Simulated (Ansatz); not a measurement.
Consider the cleavage of the Si–P bond: `OP([SiH3])S` + `[OH][Al]([Cl])[Br]` → `[SiH3][O][Al]([Cl])[Br]` + `OPS`.

Gas-phase electronic energies from Ansatz, PBE0-D4/def2-TZVP geometries. CCSD(T)/CBS is the MP2 limit (def2-TZVPP, def2-QZVPP) plus CCSD(T) − MP2 in def2-TZVPP, frozen cores. Functionals use def2-TZVPP. For Br outer-core shells are correlated without core-valence functions, which leaves a few kJ/mol of doubt a bond. Scalar relativity is left out up to krypton. One conformer a species, not always the lowest.

`OP([SiH3])S`:

```xyz
9

O     0.684    0.351    1.834
P    -0.272   -0.625    0.914
Si   -0.882    0.763   -0.783
S     1.046   -1.706   -0.333
H     1.374    0.814    1.346
H     0.318    1.277   -1.503
H    -1.617    1.910   -0.190
H    -1.763    0.024   -1.721
H     1.113   -2.808    0.437
```

`[OH][Al]([Cl])[Br]`:

Z-matrix (Å, degrees):
```
Al
O 1 1.678
Br 1 2.238 2 121.5
Cl 1 2.071 2 118.4 3 180.0
H 2 0.956 1 122.9 3 0.0
```

`[SiH3][O][Al]([Cl])[Br]`:

Cartesian coordinates in Å:
```
Si 1.303 0.632 0.454
O -0.039 -0.098 -0.115
Al -1.487 -0.766 -0.572
Cl -1.558 -2.114 -2.146
Br -3.366 -0.222 0.498
H 2.451 -0.307 0.376
H 1.099 1.038 1.869
H 1.595 1.836 -0.365
```

`OPS`:

```xyz
6

O     0.253   -1.043   -1.002
P    -0.519    0.286   -0.408
S     0.614    0.914    1.261
H    -0.227   -1.841   -0.762
H     0.156    1.193   -1.261
H    -0.277    0.491    2.171
```

```csv
level,ΔE (kJ/mol)
LDA (SPW92),-71.3
revPBE-D4,-67.6
BLYP-D4,-87.8
r2SCAN-D4,-90.1
B97M-V,-93.3
BHLYP-D4,-109.4
r2SCANh,-92.7
MP2/def2-SVP,-103.4
```

Q: What does CCSD(T)/CBS give? (Best estimate.)

A: Computed: -98.4 kJ/mol. The listed levels differ from it by 27.1, 30.8, 10.6, 8.3, 5.1, -11.0, 5.7, -5.0 kJ/mol.

Largest T1 diagnostic among the species: 0.014.

In def2-TZVPP, CCSD(T) changes the Hartree–Fock value by +32.5 kJ/mol (the triples alone add +6.0 kJ/mol) and MP2 by +31.4 kJ/mol. At CCSD(T), def2-SVP lies −3.4 kJ/mol from the extrapolated value and def2-TZVPP −2.2 kJ/mol. From r2SCAN to r2SCAN0 (25 % exact exchange), in def2-TZVPP and without D4, ΔE moves by −5.1 kJ/mol.
